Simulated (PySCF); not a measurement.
# Selenium: a sound run and one with changed settings

Sound run: Se⁺ [Ar] 3d10 4s2 4p3, Se²⁺ [Ar] 3d10 4s2 4p2. Computed with PySCF 2.14 in pcseg-2 (6s5p3d1f, 43 functions), with no relativity, point nucleus. In the sound run the correlated levels freeze [Ar] 3d10. The sound run starts from symmetry-adapted Hartree-Fock orbitals and uses a fine grid where one is needed.

Changed run: basis STO-3G. This setting is unsound on purpose.

| species | method | sound run (hartree) | changed run (hartree) | converged |
| --- | --- | --- | --- | --- |
| Se⁺ | UHF | -2399.52875 | -2373.29984 | yes |
| Se⁺ | B3LYP | -2401.21100 | -2374.49929 | yes |
| Se⁺ | r2SCAN | -2401.15704 | -2374.59719 | yes |
| Se⁺ | MP2 | -2399.60380 | -2373.29984 | yes |
| Se²⁺ | UHF | -2398.76250 | -2372.53530 | yes |
| Se²⁺ | B3LYP | -2400.42803 | -2373.71924 | yes |
| Se²⁺ | r2SCAN | -2400.36314 | -2373.80524 | yes |
| Se²⁺ | MP2 | -2398.81912 | -2372.54313 | yes |
| Se²⁺ | CCSD(T) | -2398.83694 | -2372.54903 | yes |

Ionisation energy of Se⁺:

| method | sound run (eV) | changed run (eV) |
| --- | --- | --- |
| UHF | 20.851 | 20.804 |
| B3LYP | 21.306 | 21.226 |
| r2SCAN | 21.603 | 21.550 |
| MP2 | 21.352 | 20.591 |
| SCS-MP2 | 21.203 | 20.548 |

A minimal basis cannot let orbitals breathe on ionisation and holds almost no correlation.

For comparison, NIST gives 21.196 ± 0.01 eV between the lowest levels.
